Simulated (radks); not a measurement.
Question: The mean radii <r> (bohr) of the occupied orbitals of an atom or ion are listed with their occupations. Method: scalar-relativistic Kohn-Sham, r2SCAN, spin-polarised, spherical densities, finite nucleus; meta-GGA in the generalised Kohn-Sham scheme; Fermi nuclear charge, rms radius of each element as measured or else 0.836 A^(1/3) + 0.57 fm; computed with a radial shooting solver on a logarithmic mesh with Libxc functionals.

orbital  occ.      <r>
1s up       1  0.02112
1s down     1  0.02112
2s down     1  0.08975
2s up       1  0.08975
2p up       3  0.07946
2p down     3  0.07946
3s up       1   0.2342
3s down     1   0.2341
3p up       3   0.2332
3p down     3   0.2331
3d up       5   0.2122
3d down     5   0.2120
4s up       1   0.5302
4s down     1   0.5303
4p up       3   0.5617
4p down     3   0.5618
4d up       5   0.6100
4d down     5   0.6107
5s up       1    1.296
5s down     1    1.317
5p up       3    1.522
5p down     3    1.548
4f up       7   0.8508
4f down     3   0.9014
6p up       1    4.757

Name the element and its charge. Open shells, if any, are filled with parallel spins first.

Answer: Z = 66, dysprosium, charge +1: Dy+ in [Xe] 4f10 6p1. The 1s radius gives Z: for a bare nucleus <r> = (2 gamma + 1)/(2Z) with gamma = sqrt(1 - (Z/c)^2), 0.02085 bohr for Z = 66, and screening makes it slightly larger (0.02112 here). The occupations add up to 65, and the charge is Z minus that.
